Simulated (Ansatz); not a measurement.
CH3BrFGaO, SMILES `[OH][Ga]([F])[CH2]Br` at its PBE0-D4/def2-TZVP geometry, where that method's forces vanish. Charge 0, multiplicity 1.

```xyz
8

O    -0.3868   -1.4829   -1.5546
Ga    0.5349   -0.2264   -0.7206
F     2.0595    0.1470   -1.4914
C     0.0303    0.7398    0.9076
Br   -1.7018    0.1151    1.5316
H    -1.2216   -1.6783   -1.1204
H     0.7421    0.5751    1.7143
H    -0.0567    1.8106    0.7335
```

Problem. What forces (eV/Å) does B3LYP-D4/def2-TZVPP give on these atoms in Ansatz 0.2.0? (Estimate.)

Solution. Ansatz gave: 
```
O1  -0.122 -0.168 -0.111
Ga2 -0.011  0.080  0.109
F3   0.254  0.055 -0.136
C4   0.310  0.254  0.070
Br5 -0.378 -0.118  0.159
H6  -0.040 -0.041 -0.019
H7  -0.041  0.023 -0.079
H8   0.029 -0.086  0.008
```

B3LYP here is the variant with VWN-RPA as its local correlation; programs differ in this.
